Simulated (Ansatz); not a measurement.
`CC(=S)[O][GeH3]` + `OBF` → `FB[O][GeH3]` + `CC(O)=S` at 600 K and 1 bar (ligand exchange at a Ge–O bond).

Gas-phase electronic energies from Ansatz, PBE0-D4/def2-TZVP geometries. CCSD(T)/CBS adds triple-zeta CCSD(T) − MP2 to the extrapolated MP2 energy (def2 sets, frozen cores). This one scheme is used for every species. For Ge outer-core shells are correlated without core-valence functions, which leaves a few kJ/mol of doubt a bond. Scalar relativity is left out up to krypton. Each species was taken in one conformer, which may not be the lowest.

```tsv
species	CCSD(T)/CBS energy (Eh)	H − E (kJ/mol)	S (J/(mol·K))
`CC(=S)[O][GeH3]`	-2628.76657	255.0	461.1
`OBF`	-201.07426	109.4	294.7
`FB[O][GeH3]`	-2278.39547	165.6	403.3
`CC(O)=S`	-551.45551	199.8	358.7
```

H − E and S are ideal-gas, rigid-rotor, harmonic terms from PBE0-D4/def2-TZVP, for one conformer and one mirror image of each species. 1 Eh = 2625.50 kJ/mol, R = 8.31446 J/(mol·K).

By hand: ΔE, ΔH, ΔS and ΔG.

ΔE = (-2278.39547) + (-551.45551) − (-2628.76657) − (-201.07426) = -0.01015 Eh = -26.6 kJ/mol. Δ(H − E) = 165.6 + 199.8 − 255.0 − 109.4 = 1.0, so ΔH = -25.6 kJ/mol. ΔS = 403.3 + 358.7 − 461.1 − 294.7 = 6.2 J/(mol·K). ΔG = -25.6 − 600 × (6.2)/1000 = -29.3 kJ/mol.

By hand: the equilibrium constant, and the temperature at which ΔG would vanish if ΔH and ΔS stayed fixed.

log₁₀ K = −ΔG/(RT ln 10) = 2.6. ΔH and −TΔS have one sign here, so there is no such temperature.

The number of gas molecules stays the same, so ΔS is small and ΔH decides. A doubt of 5 kJ/mol in ΔE shifts log₁₀ K by 0.4 here. Other conformers and mirror images would add mixing entropy, several J/(mol·K) or more a flexible species. Modes under 60 cm⁻¹, often nearly free rotors, make the harmonic entropy too high. These are equilibria of isolated gas molecules and say nothing of rates. Largest T1 diagnostic: 0.017 (customary marks: 0.02 for closed shells, 0.045 for open ones).

ΔS is within the doubt of such terms, so its sign, and with it that verdict, could turn.
